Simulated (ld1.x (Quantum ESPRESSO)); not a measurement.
**N (Z = 7): one change to a TM potential, before and after**

```json
{"Element": "N", "Generator": "ld1.x (Quantum ESPRESSO) 7.5", "Type": "norm-conserving Troullier–Martins (Kleinman–Bylander form)", "Functional": "PBE", "Relativity": "non-relativistic", "Frozen core": "[He]", "Valence charge": "5", "Reference configuration": "2s2 2p2 (charge +1)", "Partial waves": "2s (bound): rc 0.90 bohr; 2p (bound): rc 1.75 bohr", "Local potential": "all-electron potential smoothed inside 0.75 bohr (lloc = -1)", "Core correction": "a·sin(br)/r model core, default radius (core density twice the valence density)"}
```

All-electron outer shells of the reference configuration (PBE, non-relativistic, ld1.x):

| shell | level (eV) | outermost node (bohr) | outermost maximum (bohr) |
| --- | --- | --- | --- |
| 2s | -32.43 | 0.32 | 0.99 |
| 2p | -20.69 | – | 0.92 |

Change: core correction a·sin(br)/r model core inside 1.08 bohr.

Cutoffs: the cutoffs (Ry, on a coarse ladder) from which the occupation-weighted sum of valence levels, in a spherical-Bessel basis at the reference potential, stays within 10 and 1 mRy of its value at 400 Ry; they do not see the model core or the augmentation charge, which bear on the density cutoff. Errors are all-electron minus pseudo energies relative to the spin-unpolarised reference configuration.

**Question.** How do hardness, ghosts and transferability respond?

**Answer.** The potential gets neither clearly harder nor softer (55 Ry and 140 Ry → 55 Ry and 140 Ry); the errors of the 7 common tests hardly move; neither file shows a bound ghost. The default core radius of the base comes out at 0.42 bohr. A wider model core is smoother and lowers the density cutoff, which this test does not measure.

```tsv
quantity	base	changed
cutoff, loose	55 Ry	55 Ry
cutoff, tight	140 Ry	140 Ry
bound ghosts	none	none
error for 2s2 2p3, meV [ΔE -13.60 eV]	+21	+21
error for 2s2 2p1, meV [ΔE 28.86 eV]	+101	+103
error for 2s2 2p0, meV [ΔE 75.94 eV]	+706	+737
error for 2s1 2p0, meV [ΔE 153.71 eV]	+1285	+1360
error for 2s1 2p4, meV [ΔE -2.12 eV]	+74	+78
error for 2s2 2p2.5, meV [ΔE -8.50 eV]	+8.4	+8.4
error for 2s2 2p3.3, meV [ΔE -15.22 eV]	+25	+25
s: phases at 1.91 bohr within 0.05 rad from the reference energy up to (Ry; the scan ends near 5)	2.4	2.4
p: phases at 1.91 bohr within 0.05 rad from the reference energy up to (Ry; the scan ends near 5)	1.8	1.8
```
